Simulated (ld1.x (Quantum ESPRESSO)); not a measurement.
## Logarithmic derivatives: C, ultrasoft

C (Z = 6), ultrasoft, made with ld1.x (Quantum ESPRESSO) 7.5 (PBEsol, scalar-relativistic). Core [He], reference 2s2 2p2. Waves: 2s (bound): rcut 1.10, rcutus 1.35 bohr; 2s channel at -0.5 Ry: rcut 1.10, rcutus 1.35 bohr; 2p (bound): rcut 1.90, rcutus 2.15 bohr; 2p channel at 0.3 Ry: rcut 1.90, rcutus 2.15 bohr. Local part: all-electron potential smoothed inside 1.25 bohr (lloc = -1). Core correction: none. Augmentation charge: PSQ, inside the norm-conserving radii.

The phase is arctan(r·u′/u) with u = r·R(r), unwrapped; energies in Ry, scanned from -3 to 5 Ry. A pole is an energy at which the radial function vanishes at the test radius. The pseudo phase is shifted by a multiple of π to meet the all-electron one at the reference energy, and phase errors are pseudo minus all-electron; the curves can meet again beyond the range given. Levels narrower than the energy grid can be missing from the lists of poles.

**Question.** For each channel, where are the poles, and over which energies does the pseudopotential scatter like the atom?

**Answer.**

```tsv
channel	radius (bohr)	reference energy (Ry)	poles, all-electron	poles, pseudo	unbroken range about the reference energy with phases within 0.05 rad	phase error 1 Ry above the reference energy (rad)
s	2.34	-1.00	-0.43	-0.43	the whole range	-0.000
p	2.34	-0.38	0.22	0.22	the whole range	-0.000
```

Phases in the s channel:

```csv
E (Ry),all-electron,pseudo
-3.00,1.268,1.268
-2.76,1.244,1.244
-2.52,1.213,1.213
-2.28,1.170,1.170
-2.04,1.105,1.105
-1.80,0.996,0.996
-1.56,0.768,0.768
-1.32,0.158,0.158
-1.08,-0.844,-0.844
-0.84,-1.307,-1.307
-0.60,-1.494,-1.494
-0.36,-1.594,-1.594
-0.12,-1.661,-1.661
0.12,-1.713,-1.713
0.36,-1.758,-1.758
0.60,-1.802,-1.802
0.84,-1.848,-1.848
1.08,-1.900,-1.901
1.32,-1.964,-1.964
1.56,-2.045,-2.046
1.80,-2.158,-2.159
2.04,-2.325,-2.327
2.28,-2.586,-2.589
2.52,-2.977,-2.983
2.76,-3.443,-3.450
3.00,-3.828,-3.833
3.24,-4.081,-4.086
3.48,-4.243,-4.246
3.72,-4.351,-4.354
3.96,-4.427,-4.429
4.20,-4.483,-4.486
4.44,-4.527,-4.529
4.68,-4.562,-4.564
4.92,-4.591,-4.593
```
